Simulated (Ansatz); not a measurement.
Relaxation of FGe3H7 (11 atoms, charge 0, multiplicity 1), to a largest force component of 0.03 eV/Å in at most 50 steps.

Method: RKS PBE/def2-SVP (Ansatz 0.2.0).

```xyz
11
Properties=species:S:1:pos:R:3
Ge 0.145 -0.187 0.323
H 0.348 -0.384 1.845
Ge 2.524 0.088 0.189
H 3.061 -1.260 0.749
H 3.229 0.383 -1.161
H 2.875 1.206 1.205
F -0.737 1.335 0.098
Ge -1.121 -1.950 -0.801
H -2.075 -2.642 0.206
H -1.943 -1.318 -1.951
H -0.138 -2.999 -1.380
```

Where does it end, and by what steps?

The run converged. The force dipped under the threshold on the way, but the program's further checks kept it going. After 14 steps the energy has fallen by 0.249 eV; H10 moved furthest, 0.86 Å.

```
step  energy less start (eV)  largest force component (eV/Å)  accepted
   0                  0.0000                           0.601       yes
   1                 -0.1192                           0.233       yes
   2                 -0.1852                           0.116       yes
   3                 -0.2208                           0.041       yes
   4                 -0.2174                           0.280        no
   5                 -0.2278                           0.014       yes
   6                 -0.2305                           0.042       yes
   7                 -0.2306                           0.084       yes
   8                 -0.2343                           0.007       yes
   9                 -0.2353                           0.177       yes
  10                 -0.2387                           0.085       yes
  11                 -0.2424                           0.011       yes
  12                 -0.2441                           0.193       yes
  13                 -0.2460                           0.080       yes
  14                 -0.2491                           0.007       yes
```

```xyz
11
Properties=species:S:1:pos:R:3
Ge 0.144 -0.295 0.651
H -0.045 -0.617 2.167
Ge 2.499 0.105 0.119
H 3.323 -1.165 0.467
H 2.666 0.409 -1.392
H 3.040 1.300 0.944
F -0.693 1.253 0.399
Ge -1.011 -1.916 -0.774
H -2.433 -2.211 -0.231
H -1.120 -1.353 -2.214
H -0.202 -3.241 -0.813
```

Whether the end is a true minimum wasn't checked by a vibrational analysis.

Time of the run: 17 s on 4 threads of Intel(R) Xeon(R) Platinum 8488C (Sapphire Rapids), on a shared host, peak memory 0.26 GiB.
